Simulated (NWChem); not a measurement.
Species: SiSbH$_{3}$Cl$_{2}$; SMILES [Cl][Sb]([SiH3])[Cl]

```xyz
7

Sb     0.1929     0.0011     0.6465
Cl     0.8321     1.8332    -0.7434
Cl     0.8450    -1.8271    -0.7426
Si    -2.1795    -0.0090    -0.4196
H     -2.9084    -1.2331     0.0306
H     -2.0076    -0.0068    -1.8988
H     -2.9212     1.2067     0.0326
```
Atoms are numbered in this order, from 1.

Structure relaxed at the PBE0/def2-SVP level. No frequency run checked for a minimum. def2 effective core potentials on Sb; no spin-orbit coupling.

Q: List the 4 lowest vertical singlet excitations from PBE0/def2-SVPD with def2 effective core potentials on Sb, TDA (NWChem).

A: 
```json
[
 {"state": "S1", "energy (eV)": "4.00", "oscillator strength": "0.008", "leading excitation (squared amplitude)": "HOMO → LUMO (0.98)"},
 {"state": "S2", "energy (eV)": "4.14", "oscillator strength": "0.006", "leading excitation (squared amplitude)": "HOMO → LUMO+1 (0.99)"},
 {"state": "S3", "energy (eV)": "5.48", "oscillator strength": "0.003", "leading excitation (squared amplitude)": "HOMO−1 → LUMO (0.75)"},
 {"state": "S4", "energy (eV)": "5.61", "oscillator strength": "0.024", "leading excitation (squared amplitude)": "HOMO−2 → LUMO (0.54)"}
]
```
